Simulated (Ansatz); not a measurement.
The same atomization along the group Cl, Br, I.

Calculated with Ansatz (gas phase, PBE0-D4/def2-TZVP geometries, no zero-point term in ΔE). CBS: MP2 limit from def2 TZ/QZ plus the TZ coupled-cluster correction, frozen cores. This one scheme is used for every species, atoms too. Functionals use def2-TZVPP. Open shells (•) are unrestricted, without spin–orbit coupling. Spin–orbit coupling would lower the free atoms: a little for Al, C, Cl; clearly for Br; strongly for I. Elements past krypton have def2 core potentials. Bonds to Br, I are less sure, by a few kJ/mol each and by 10 to 20 or more in all where they break to atoms, as the def2 sets lack core-valence functions. Scalar relativity is left out up to krypton.

```json
{"reaction": "`[CH3][AlH][Cl]` → Al• + Cl• + C• + 4 H•", "CCSD(T)/CBS(def2) (eV)": "24.06"}
{"reaction": "`[CH3][AlH][Br]` → Al• + Br• + C• + 4 H•", "CCSD(T)/CBS(def2) (eV)": "23.55"}
{"reaction": "`[CH3][AlH][I]` → Al• + I• + C• + 4 H•", "CCSD(T)/CBS(def2) (eV)": "?"}
```

(1) Fill in the missing values. (Best estimate.)

Largest T1 diagnostic: 0.018, for Al•.

Answers

(1) Ansatz gave: `[CH3][AlH][I]` → Al• + I• + C• + 4 H•: +22.87 eV.

For atomizations the MP2-based limit and the directly extrapolated one differ by several kJ/mol either way, and by 10 to 25 for some Ge, Se and Sn compounds, so smaller differences from it don't rank the levels.
